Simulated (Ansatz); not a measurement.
Reaction (formal exchange of groups at the In–I bond): `[F][InH][I]` + BH₃ → `[BH2][InH][F]` + HI

Calculated with Ansatz (gas phase, PBE0-D4/def2-TZVP geometries, no zero-point term in ΔE). CBS: MP2 limit from def2 TZ/QZ plus the TZ coupled-cluster correction, frozen cores. This one scheme is used for every species. Functionals use def2-TZVPP. B3LYP here is the variant with VWN-RPA as its local correlation; programs differ in this. def2 core potentials past Kr. For I, In outer-core shells are correlated without core-valence functions, which leaves a few kJ/mol of doubt a bond.

```json
{"species": "`[F][InH][I]`", "B3LYP energy (Eh)": "-588.57340"}
{"species": "BH₃", "B3LYP energy (Eh)": "-26.62450"}
{"species": "`[BH2][InH][F]`", "B3LYP energy (Eh)": "-316.73779"}
{"species": "HI", "B3LYP energy (Eh)": "-298.40577"}
```

**Question.** Work out ΔE.

**Answer.** ΔE = (-316.73779) + (-298.40577) − (-588.57340) − (-26.62450) = 0.05434 Eh = +142.7 kJ/mol. CCSD(T)/CBS gives +149.6 kJ/mol.

Largest T1 diagnostic among the species: 0.015.

Leaving LDA and LC-ωPBE aside and taking each functional with its dispersion term where it has one, the values, not all of them listed here, spread over 22.9 kJ/mol, from revPBE-D4 to BHLYP-D4. LDA lies −7.9 kJ/mol from PBE without D4. From PBE to PBE0 (25 % exact exchange), in def2-TZVPP and without D4, ΔE moves by +8.4 kJ/mol.
